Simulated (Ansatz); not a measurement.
Be₄O₃, relaxed as a singlet with RKS PBE0-D4/def2-SVP in Ansatz, starting from the GFN1-xTB geometry. Force threshold 0.02 eV/Å.

Another isomer (singlet) lies 4.85 eV lower at PBE0-D4/def2-TZVP; other spin states weren't run for this one.

Start:

```xyz
7

Be    2.757   -1.049   -1.204
Be   -1.231    1.201    1.469
Be    0.253   -0.103   -0.108
Be   -2.252    0.140    0.050
O     0.073    0.866    1.122
O     1.593   -0.604   -0.701
O    -1.193   -0.451   -0.628
```

**Question.** Estimate the energy that the relaxation releases and the steps that it takes.

**Answer.** 4.6 kcal/mol, in 6 steps; 4.2 s on 4 threads of Arm Neoverse V2 on a shared host. No frequencies were taken in this run, so the end may be a saddle point.

**Question.** Does the start keep its bonding and symmetry?

**Answer.** By distances, no bond broke or formed. The bond that changes most is Be2–Be4, from 2.04 to 2.09 Å (atoms count from 1). Point group C2v at the start, C2v at the end, both within 0.05 Å.

**Question.** Predict the relaxed structure.

**Answer.** 
```xyz
7

Be    2.695   -1.028   -1.174
Be   -1.171    1.189    1.464
Be    0.169   -0.064   -0.076
Be   -2.217    0.103    0.019
O     0.182    0.898    1.160
O     1.525   -0.581   -0.669
O    -1.182   -0.517   -0.725
```
Bond lengths (bridged metal pairs left out): 6 × Be–O 1.35 to 1.57 Å; 1 × Be–Be 2.09 Å.
